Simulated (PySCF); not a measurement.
Potential energy curve for Cl₂ (anion, charge -1), doublet.

- UKS-PBE = unrestricted PBE/aug-cc-pVDZ in PySCF
- UKS-B3LYP = PySCF with unrestricted B3LYP/aug-cc-pVDZ
- UCCSD(T) = CCSD(T) on UHF/aug-cc-pVDZ, 10 core orbitals frozen run with PySCF

Energies relative to the lowest point of each curve near equilibrium, in mEh; the last columns give the difference from UCCSD(T):

```csv
R / Å,UKS-PBE,UKS-B3LYP,UCCSD(T),UKS-PBE − UCCSD(T),UKS-B3LYP − UCCSD(T)
1.96,80.8,87.9,90.0,-9.2,-2.1
2.13,38.3,41.9,41.4,-3.1,0.5
2.25,20.4,22.4,21.1,-0.7,1.4
2.38,8.8,9.8,8.3,0.6,1.6
2.46,4.6,5.2,3.8,0.8,1.4
2.57,1.3,1.5,0.6,0.7,0.9
2.64,0.3,0.4,0.0,0.3,0.4
2.70,0.0,0.0,0.1,-0.1,-0.1
2.78,0.1,0.1,0.8,-0.8,-0.8
2.88,0.8,0.8,2.6,-1.8,-1.7
3.03,2.5,2.8,6.2,-3.7,-3.4
3.31,6.3,7.2,14.2,-7.9,-7.0
3.56,9.2,10.7,20.9,-11.7,-10.2
3.98,12.2,14.7,29.8,-17.6,-15.1
4.31,13.1,16.3,34.5,-21.3,-18.2
4.78,13.2,17.1,38.4,-25.2,-21.2
5.27,12.4,17.0,40.4,-27.9,-23.4
5.78,11.3,16.3,41.4,-30.1,-25.1
6.44,9.7,15.2,42.1,-32.4,-26.9
7.06,8.2,14.1,42.5,-34.2,-28.3
7.88,6.5,12.8,42.8,-36.2,-29.9
```

UKS-PBE is furthest from UCCSD(T) at 7.88 (-36.2 mEh, below); its mean absolute difference over the points is 12.7 mEh.

UKS-B3LYP is furthest from UCCSD(T) at 7.88 (-29.9 mEh, below); its mean absolute difference over the points is 10.5 mEh.

At the longest distance UKS-PBE, UKS-B3LYP leaves fractional charges on the fragments, a sign of delocalisation error or of the restricted form. Where the anion isn't bound against loss of the electron, the finite basis alone holds it.
